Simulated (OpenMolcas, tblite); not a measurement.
## A ladder of methods for B2H4F2 (SMILES [BH2-]1[F+][BH2-][F+]1)

B2H4F2 has 8 atoms, charge 0, and is taken as a singlet. As SMILES, `[BH2-]1[F+][BH2-][F+]1`. The shape is that of a PBE0-D4/def2-TZVP optimisation.

```jsonl
{"atom": "B", "x (Å)": "-0.4880", "y (Å)": "0.9473", "z (Å)": "-0.2938"}
{"atom": "F", "x (Å)": "0.6373", "y (Å)": "0.5360", "z (Å)": "0.6706"}
{"atom": "B", "x (Å)": "0.4880", "y (Å)": "-0.9472", "z (Å)": "0.2939"}
{"atom": "F", "x (Å)": "-0.6368", "y (Å)": "-0.5359", "z (Å)": "-0.6711"}
{"atom": "H", "x (Å)": "-0.0360", "y (Å)": "1.5573", "z (Å)": "-1.2103"}
{"atom": "H", "x (Å)": "-1.4402", "y (Å)": "1.3084", "z (Å)": "0.3220"}
{"atom": "H", "x (Å)": "1.4402", "y (Å)": "-1.3091", "z (Å)": "-0.3216"}
{"atom": "H", "x (Å)": "0.0354", "y (Å)": "-1.5568", "z (Å)": "1.2103"}
```

Each level gives the vertical ionisation energy (to the doublet cation) (eV). The values are calculated.

| level | kind | program | value (eV) | less CCSD(T)/cc-pVDZ | CPU time (all runs) |
| --- | --- | --- | --- | --- | --- |
| IPEA1-xTB | semi-empirical | tblite | 16.73 | +4.59 | under 2 s |
| SVWN5/cc-pVDZ | LDA | OpenMolcas | 10.88 | -1.26 | 28 s |
| BLYP/cc-pVDZ | GGA | OpenMolcas | 10.80 | -1.34 | 48 s |
| PBE/cc-pVDZ | GGA | OpenMolcas | 10.86 | -1.28 | 47 s |
| TPSS/cc-pVDZ | meta-GGA | OpenMolcas | 11.07 | -1.07 | 71 s |
| BHLYP/cc-pVDZ | global hybrid | OpenMolcas | 12.10 | -0.04 | 47 s |
| CCSD(T)/cc-pVDZ, open shells restricted | coupled cluster or CI | OpenMolcas | 12.14 | 0.00 | 55 s |

Differences are taken from CCSD(T)/cc-pVDZ, open shells restricted for orientation; it has basis-set and higher-order errors of its own. The values span 10.80 to 16.73 eV. The xTB values lack the empirical shift that such differences need. CPU times are rough (shared hosts, several kinds of processor): they show what a rung costs within a factor of a few.
